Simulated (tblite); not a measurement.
Species: C₄H₁₀F₂SSi.
Atom-mapped SMILES: `[CH3:1][C@H:2]([CH2:3][CH:4]([F:5])[F:6])[S:7][SiH3:8]` (hydrogens: H9, H10, H11 on C1; H12 on C2; H13, H14 on C3; H15 on C4; H16, H17, H18 on Si8)

Computed with GFN2-xTB (tblite), gas phase: L-BFGS steps from a force-field or distance-geometry start until the largest atomic force falls under 0.01 eV/Å.

Step 19: E = -765.8405 eV
```
atom  x, y, z in Å  |  force x, y, z in eV/Å
C1     -0.0492    1.7379   -0.7135   -0.014   0.000   0.005
C2     -0.1088    0.2839   -0.2821    0.002  -0.019   0.013
C3     -1.5385   -0.2408   -0.3747   -0.004  -0.008  -0.001
C4     -1.6312   -1.7364   -0.1264    0.007  -0.001   0.003
F5     -0.8955   -2.4272   -1.0355    0.001   0.015  -0.008
F6     -2.9097   -2.1586   -0.2882    0.010  -0.012   0.018
S7      0.4693    0.1165    1.4640    0.020  -0.014   0.006
Si8     2.6031    0.0760    1.2371   -0.037   0.009  -0.004
H9     -0.4043    1.8310   -1.7376    0.015   0.048  -0.017
H10    -0.6815    2.3362   -0.0626   -0.015   0.044  -0.008
H11     0.9652    2.1244   -0.6578    0.005  -0.026  -0.008
H12     0.5505   -0.3296   -0.8999    0.007  -0.017   0.001
H13    -1.9358   -0.0398   -1.3727    0.002  -0.011  -0.012
H14    -2.1671    0.2611    0.3625   -0.007  -0.002  -0.004
H15    -1.2971   -2.0400    0.8760    0.020   0.018   0.004
H16     3.0406    1.3204    0.6096   -0.010  -0.006   0.022
H17     3.0481   -0.0533    2.6114    0.017  -0.010  -0.023
H18     2.9331   -1.0553    0.3787   -0.018  -0.006   0.011
```

Step 20: E = -765.8409 eV
```
atom  x, y, z in Å  |  force x, y, z in eV/Å
C1     -0.0485    1.7387   -0.7137   -0.021  -0.004   0.007
C2     -0.1098    0.2845   -0.2836    0.010  -0.031   0.040
C3     -1.5391   -0.2411   -0.3749   -0.008   0.002  -0.005
C4     -1.6300   -1.7368   -0.1257    0.003   0.007   0.009
F5     -0.8941   -2.4260   -1.0361   -0.010   0.011  -0.002
F6     -2.9088   -2.1600   -0.2851    0.030  -0.013   0.018
S7      0.4668    0.1163    1.4645    0.044  -0.011  -0.016
Si8     2.6023    0.0755    1.2377   -0.075   0.011  -0.008
H9     -0.4015    1.8337   -1.7383    0.008   0.046  -0.015
H10    -0.6803    2.3376   -0.0624   -0.011   0.037  -0.016
H11     0.9663    2.1230   -0.6569    0.013  -0.020  -0.004
H12     0.5498   -0.3300   -0.9007    0.003  -0.008   0.006
H13    -1.9362   -0.0418   -1.3734   -0.002  -0.008  -0.007
H14    -2.1677    0.2616    0.3624   -0.001  -0.011  -0.016
H15    -1.2934   -2.0390    0.8765    0.014   0.015  -0.006
H16     3.0378    1.3196    0.6094   -0.005   0.003   0.021
H17     3.0479   -0.0549    2.6111    0.021  -0.011  -0.012
H18     2.9297   -1.0545    0.3775   -0.013  -0.017   0.006
```

Q: Estimate the geometry and energy of step 21. (The exact step hangs on the optimiser's Hessian estimate; all steps are aligned on step 20, rigid shifts and turns removed.)

A: E = -765.8415 eV, largest force 0.099 eV/Å
```
atom  x, y, z in Å  |  force x, y, z in eV/Å
C1     -0.0476    1.7399   -0.7139   -0.021  -0.007   0.007
C2     -0.1112    0.2850   -0.2853    0.016  -0.033   0.059
C3     -1.5402   -0.2415   -0.3753   -0.009   0.015  -0.009
C4     -1.6279   -1.7372   -0.1245   -0.001   0.018   0.014
F5     -0.8921   -2.4240   -1.0370   -0.023   0.003   0.004
F6     -2.9068   -2.1626   -0.2796    0.050  -0.016   0.016
S7      0.4633    0.1156    1.4649    0.056  -0.004  -0.036
Si8     2.5997    0.0749    1.2384   -0.098   0.007  -0.012
H9     -0.3969    1.8389   -1.7397   -0.002   0.033  -0.004
H10    -0.6784    2.3405   -0.0624   -0.002   0.021  -0.028
H11     0.9684    2.1203   -0.6556    0.018  -0.012   0.002
H12     0.5487   -0.3307   -0.9016   -0.004   0.006   0.014
H13    -1.9370   -0.0451   -1.3747   -0.007  -0.002   0.002
H14    -2.1685    0.2621    0.3622    0.003  -0.020  -0.031
H15    -1.2870   -2.0371    0.8773    0.006   0.011  -0.016
H16     3.0331    1.3185    0.6093    0.002   0.017   0.019
H17     3.0478   -0.0576    2.6102    0.022  -0.011  -0.002
H18     2.9239   -1.0534    0.3758   -0.007  -0.027   0.002
```

The energy changes by -0.0006 eV. The first-order estimate −F·Δx gives -0.0008 eV and the mean of the old and new forces, exact on a quadratic surface, -0.0006 eV. The step makes an angle of 70° with the force vector and moves no atom by more than 0.007 Å.

The cost below is that of the whole relaxation. The run took 1.5 s on an AMD EPYC 7R43 with one thread, no GPU, shared host with 256 logical CPUs at a one-minute load of 163.
